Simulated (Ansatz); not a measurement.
Input for Ansatz (a quantum-chemistry and plane-wave program): R-RI-MP2/aug-cc-pVTZ on GeH4 (SMILES [GeH4]) with ghost functions, monomers drawn apart or pushed together. Files ending in .json are basis or fitting sets from the Basis Set Exchange. The run froze 14 orbitals, filled d shells among them.

Ansatz 0.2 input:
```yaml
crystal:
  periodic: [false, false, false]
  atoms:
    - {symbol: Ge, position_ang: [0.10619029, 0.02771487, 0.00369920]}
    - {symbol: H, position_ang: [-0.24516692, 1.45435130, 0.44958240]}
    - {symbol: H, position_ang: [-1.00348359, -0.93383224, 0.45258827]}
    - {symbol: H, position_ang: [1.43439169, -0.39354651, 0.64888922]}
    - {symbol: H, position_ang: [0.23962156, -0.01694436, -1.52573326]}
basis:
  gaussian:
    orbitals: aug-cc-pVTZ
    fitting: {mean_field: def2-universal-JKFIT, correlation: aug-cc-pVTZ-RIFIT.json}
    ghost_atoms:
      - {symbol: Ge, position_ang: [-0.08499679, -0.02220730, 3.68703286]}
      - {symbol: H, position_ang: [0.32415105, -1.42559971, 3.21752361]}
      - {symbol: H, position_ang: [-1.42678329, 0.35756553, 3.04420629]}
      - {symbol: H, position_ang: [0.98712597, 0.99035998, 3.25934798]}
      - {symbol: H, position_ang: [-0.22496772, -0.01009061, 5.21648885]}
magnetization: {spin_polarized: false}
correlation: {method: mp2, electrons: outside_noble_gas}
scf: {lower_state_search: off}
```

Program output:

```
WARN ansatz: RAYON_NUM_THREADS=1 ignored (pool sized by the plan → 1); use --threads N
Functional definition: HF
these checks for a lower state are left out or cut short: stability, starts, cluster_reference, orbital_swaps, neighbouring_geometries, increment
integrals: 0.43 GiB planned
676 factors; integrals over basis functions are off by at most 1.1e0 eV
mean field: 0.69 GiB planned
mean field evaluation 1: about -56537.0456 eV, gradient 9.7e0 eV
mean field evaluation 2: about -56537.5417 eV, gradient 2.9e0 eV
mean field evaluation 4: about -56537.5923 eV, gradient 1.8e-1 eV
mean field -56537.59245507 eV, -2077.7182001673 hartree, gradient 1.5e-6 eV, S^2 0.000000; 0 other end points of the search recorded, 0 dependent functions left out
14 core orbitals not correlated
750 factors; their error is unknown
reference -56537.59245507 eV, -2077.7182001673 hartree; 4, 4 occupied and 284, 284 virtual orbitals, 750 factors
second order -3.84530736 eV of doubles, -0.00000000 eV of singles
Total energy: -56541.43776243 eV, -2077.8595126063 hartree
Checks for a lower state left out: stability, starts, cluster_reference, orbital_swaps, neighbouring_geometries, increment
```

Self-consistency was reached.

Cost: about 4 core-seconds (a rough figure).
